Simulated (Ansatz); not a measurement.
AlGaH5N (`[NH2][GaH][AlH2]`). Charge 0, multiplicity 1.

Cartesian coordinates in Å:
```
N 1.767 0.173 0.483
Ga 0.296 -0.770 -0.040
Al -1.888 0.410 -0.425
H 2.665 -0.251 0.650
H 1.794 1.166 0.639
H 0.612 -2.308 -0.192
H -2.960 0.589 0.741
H -2.286 0.990 -1.856
```

(1) List the harmonic frequencies (cm⁻¹, unscaled) at PBE0-D4/def2-TZVP in Ansatz. (An estimate is asked.)

(2) Is this a minimum?

(3) Give the ideal-gas thermochemistry at 298.15 K and 1 bar (rigid rotor, harmonic oscillator; point group Cs, symmetry number 1).

(4) And at 400, 500, 600, 800 and 1000 K?

Results:

(1) The calculation gave: 58, 109, 252, 299, 319, 422, 504, 566, 579, 690, 756, 794, 1566, 1888, 1899, 1927, 3608, 3715.

(2) Yes, all 18 modes are real.

(3) Zero-point energy 119.3 kJ/mol; H(298) − E = 139.7 kJ/mol; entropy 340.9 J/(mol·K), of which translation 168.1, rotation 107.6, vibration 65.2; G(298) − E = 38.1 kJ/mol. Modes under 100 cm⁻¹ are hindered rotations or soft bends, so the harmonic entropy is rough.

(4) 
```
T (K)  H − E (kJ/mol)  S (J/mol/K)  G − E (kJ/mol)
  400           150.7        372.5             1.7
  500           162.6        398.9           -36.9
  600           175.3        422.1           -77.9
  800           202.7        461.4          -166.4
 1000           232.0        494.1          -262.1
```
